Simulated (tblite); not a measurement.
Compound: C₄H₈ClFSi₂.
Cartesian coordinates in Å at the GFN2-xTB level; atoms count from 1:
```
atom  x, y, z in Å
F1    -0.8750   -0.2730   -1.9144
C2    -1.7086   -0.1430   -0.8425
Cl3   -2.7376   -1.6170   -0.7963
C4    -0.9173    0.0684    0.4244
C5    -0.0863   -1.1494    0.7213
C6     1.2258   -1.2087    0.5241
Si7    2.1312    0.3318   -0.0819
Si8    0.2275    1.6136    0.1736
H9    -2.3817    0.6924   -1.0637
H10   -1.6449    0.2119    1.2272
H11   -0.6400   -2.0118    1.0768
H12    1.7440   -2.1361    0.7231
H13    3.2651    0.6428    0.7993
H14    2.6580    0.1482   -1.4374
H15   -0.3201    2.4101   -0.9279
H16    0.0524    2.4286    1.3828
```

Computed values, GFN2-xTB/tblite, gas phase, harmonic and unscaled. Errors from tens to a few hundred cm⁻¹ against measured bands are possible. Modes of hydrogen on silicon can be 10 to 20 % off. One conformer, not necessarily the lowest.

Harmonic wavenumbers (cm⁻¹): 30.1, 65.4, 149.2, 163.7, 234.9, 310.0, 319.8, 346.2, 364.0, 442.5, 466.5, 509.2, 533.6, 564.8, 589.2, 630.1, 657.8, 690.4, 720.0, 766.8, 793.0, 808.3, 819.9, 919.0, 934.6, 1008.2, 1082.8, 1133.9, 1194.2, 1203.1, 1252.3, 1290.1, 1314.9, 1651.8, 2190.4, 2206.6, 2229.9, 2236.1, 2922.0, 2949.6, 3018.9, 3060.5.

A = 2267, B = 770.4, C = 700.3 MHz; mass 165.984 u (most abundant isotopes); point group C1, symmetry number 1.

Q: What is the zero-point energy?

A: ½Σν̃ = 22387 cm⁻¹ = 267.81 kJ/mol.

Q: Give the ideal-gas entropy at 350 K and 1 bar in the rigid-rotor, harmonic-oscillator model (classical rotation).

A: Translation 175.94, rotation 127.33, vibration 143.34: S = 446.6 J/(mol K).

Q: And Cp and H(350 K) − H(0)?

A: Cp = 188.38 J/(mol K), of which vibrations give 155.12 (their classical limit is 42 R = 349.2); H(350 K) − H(0) = 38.39 kJ/mol without the zero-point energy, 26.74 from vibrations.

Q: How do the functions run with temperature in this model?

A: 
| T (K) | S (J/(mol K)) | Cp (J/(mol K)) | H − H(0) (kJ/mol) | G − H(0) (kJ/mol) | ln q(vib) |
| --- | --- | --- | --- | --- | --- |
| 50 | 253.6 | 51.8 | 2.11 | -10.57 | 0.74 |
| 100 | 295.6 | 72.2 | 5.19 | -24.36 | 1.84 |
| 298.15 | 418.1 | 167.8 | 29.14 | -95.51 | 6.69 |
| 373.15 | 458.9 | 196.7 | 42.84 | -128.41 | 8.66 |
| 500 | 522.0 | 234.3 | 70.31 | -190.71 | 11.97 |
| 750 | 627.0 | 282.1 | 135.40 | -334.81 | 18.17 |
| 1000 | 712.4 | 311.4 | 209.87 | -502.57 | 23.77 |

q(vib) and H(0) count from the zero-point level.

Q: Which modes carry the vibrational entropy at 350 K?

A: 30.1 cm⁻¹: 25.69; 65.4 cm⁻¹: 19.26; 149.2 cm⁻¹: 12.51; 163.7 cm⁻¹: 11.76; 234.9 cm⁻¹: 8.92; 310.0 cm⁻¹: 6.84 J/(mol K); the other 36 give 58.35 together.

Q: What must be added to the electronic energy to get the Gibbs energy at 350 K and 1 bar?

A: ZPE + [H(350 K) − H(0)] − T·S = 267.81 + 38.39 − 156.31 = 149.89 kJ/mol.

Q: Blend soft modes into free rotors: weight 1/[1 + (100 cm⁻¹/ν̃)⁴] for the oscillator and the rest for a rotor with moment μB/(μ + B), μ = h/(8π²ν), B = 10⁻⁴⁴ kg m². What vibrational entropy results?

A: 130.85 J/(mol K) in place of 143.34, which changes −T·S at 350 K by +4.37 kJ/mol.

Hindered rotation and anharmonicity are outside this model. Other conformers, if any are populated, would add a mixing term that is left out. The structure is chiral; the term R ln 2 for an equal mix with its mirror image is left out.

Hardware: an Arm Neoverse V2 with one thread, shared host with 96 logical CPUs at a one-minute load of 49. Cost: 0.66 s of wall time. The figure is for the frequency step alone.
